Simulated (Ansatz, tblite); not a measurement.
Removing an electron: Cu₃H₆⁻. Total charge -1; singlet. Geometry: r2SCAN-D4/def2-SVPD. Ansatz, gas phase; energy differences of separate SCF runs; the oxidised species was run as a doublet alone.

Cartesian coordinates in Å:
```
Cu -1.255 0.039 -1.332
Cu 1.017 0.206 -0.376
Cu -0.011 -0.314 1.807
H -0.788 -0.593 3.118
H -0.451 -0.143 0.164
H -2.720 -0.085 -1.822
H 2.401 0.538 -0.892
H 1.478 -0.017 1.098
H 0.328 0.370 -1.766
```

The xTB rows come from tblite. HOMO above LUMO, or a gap near zero within one spin, warns that the state may not be the lowest or that an electron is smeared out. The structure comes from a short search, and lower isomers may exist.

```tsv
level	−HOMO (eV)	vertical IE (eV)	−LUMO (eV)	HOMO–LUMO gap (eV)	remarks
GFN1-xTB	6.67	8.92	4.81	1.86	–
GFN2-xTB	4.57	7.84	3.24	1.33	–
PBE-D4/def2-TZVPD	1.31	3.80	-0.89	2.20	gap within one spin near zero (doublet)
r2SCAN-D4/def2-TZVPD	1.44	3.82	-0.93	2.36	gap within one spin near zero (doublet), restricted SCF unstable in HF (-1 singlet)
PBE0-D4/def2-TZVPD	2.45	4.08	-1.49	3.94	restricted SCF unstable in HF (-1 singlet)
```

  Raw xTB energy differences between charge states are shifted by several eV; the methods need an empirical correction for them.
